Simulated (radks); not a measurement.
Values are calculated unless marked as measured or tabulated.
Radial electron density D(r) = 4 pi r^2 rho(r) of an atom or ion with 46 electrons. Level of theory: Dirac Kohn-Sham, PBE, spin-unpolarised, spherical densities, point nucleus (a radial shooting solver on a logarithmic mesh with Libxc functionals).

```
   r/bohr * D(r) (the largest magnitude, 77.9, reaches the edge; | marks zero)
 0.002155 |   *
  0.00292 |     *
 0.003926 |         *
 0.005321 |              *
 0.007154 |                     *
 0.009618 |                              *
  0.01303 |                                      *
  0.01752 |                                           *
  0.02356 |                                            *
  0.03193 |                                        *
  0.04293 |                                      *
  0.05772 |                                           *
  0.07823 |                                                     *
   0.1052 |                                                      *
   0.1425 |                                          *
   0.1916 |                                      *
   0.2577 |                                             *
   0.3492 |                                     *
   0.4695 |                  *
   0.6312 |             *
   0.8554 |              *
     1.15 |         *
    1.546 |   *
    2.096 |*
    2.818 *
    3.818 *
    5.134 *
    6.902 *
    9.354 *
```

What is the nuclear charge?

Answer. Z = 49. The innermost maximum, from 1s, lies near gamma/Z bohr with gamma = sqrt(1 - (Z/c)^2) = 0.934, here 0.0191 bohr (found: 0.0209), and its height grows with Z. The density is that of the indium ion In3+ in [Kr] 4d9 4f1; the configuration itself is not fixed sharply by these data, and Z only to a few units. D(r) has 4 maxima, at r = 0.0209, 0.0918, 0.272, 0.809 bohr, and minima at 0.0412, 0.178, 0.597 bohr, inside which lie 2.04, 11.22, 29.04 electrons.
